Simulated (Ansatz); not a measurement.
`C=[CH][In]([CH]=C)[CH]=C`, charge 0, multiplicity 1.

Give a relaxed structure at PBE0-D4/def2-TZVP (Ansatz). (An estimate is asked.)

The calculation gave: 
```xyz
16

C    -2.036   -0.088    2.280
C    -0.762   -0.320    1.972
In    0.000   -0.002   -0.001
C     2.060   -0.385   -0.426
C     2.902   -0.823    0.509
C    -1.300    0.699   -1.548
C    -0.865    0.915   -2.788
H    -2.757    0.274    1.550
H    -2.433   -0.247    3.283
H    -0.115   -0.681    2.771
H     2.466   -0.228   -1.425
H     2.589   -1.009    1.534
H     3.953   -1.020    0.302
H    -2.352    0.896   -1.349
H    -1.520    1.272   -3.582
H     0.169    0.747   -3.082
```
Point group C3h.
This is one stationary point; other conformers may exist.
